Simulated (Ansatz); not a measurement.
`[SiH3][CH]1[NH][GeH2]1` + `O[SiH2]F` → `F[SiH2]O[SiH3]` + `[CH2]1[NH][GeH2]1` at 500 K and 1 bar (ligand exchange at the Si–C bond).

Calculated with Ansatz (gas phase, PBE0-D4/def2-TZVP geometries, no zero-point term in ΔE). CCSD(T)/CBS is the MP2 limit (def2-TZVPP, def2-QZVPP) plus CCSD(T) − MP2 in def2-TZVPP, frozen cores. For Ge outer-core shells are correlated without core-valence functions, which leaves a few kJ/mol of doubt a bond. Scalar relativity is left out up to krypton. Each species was taken in one conformer, which may not be the lowest.

```csv
species,CCSD(T)/CBS energy (Eh),H − E (kJ/mol),S (J/(mol·K))
`[SiH3][CH]1[NH][GeH2]1`,-2462.09601,236.3,403.2
`O[SiH2]F`,-465.96250,118.8,315.1
`F[SiH2]O[SiH3]`,-756.28164,174.8,408.0
`[CH2]1[NH][GeH2]1`,-2171.81355,182.1,326.3
```

H − E and S are ideal-gas, rigid-rotor, harmonic terms from PBE0-D4/def2-TZVP, for one conformer and one mirror image of each species. 1 Eh = 2625.50 kJ/mol, R = 8.31446 J/(mol·K).

**Question.** By hand: ΔE, ΔH, ΔS and ΔG.

**Answer.** ΔE = (-756.28164) + (-2171.81355) − (-2462.09601) − (-465.96250) = -0.03668 Eh = -96.3 kJ/mol. Δ(H − E) = 174.8 + 182.1 − 236.3 − 118.8 = 1.8, so ΔH = -94.5 kJ/mol. ΔS = 408.0 + 326.3 − 403.2 − 315.1 = 16.0 J/(mol·K). ΔG = -94.5 − 500 × (16.0)/1000 = -102.5 kJ/mol.

**Question.** By hand: the equilibrium constant, and the temperature at which ΔG would vanish if ΔH and ΔS stayed fixed.

**Answer.** log₁₀ K = −ΔG/(RT ln 10) = 10.7. ΔH and −TΔS have one sign here, so there is no such temperature.

ΔH outweighs TΔS. A doubt of 5 kJ/mol in ΔE shifts log₁₀ K by 0.5 here. Other conformers and mirror images would add mixing entropy, several J/(mol·K) or more a flexible species. Modes under 60 cm⁻¹, often nearly free rotors, make the harmonic entropy too high. These are equilibria of isolated gas molecules and say nothing of rates. Largest T1 diagnostic: 0.013 (customary marks: 0.02 for closed shells, 0.045 for open ones).
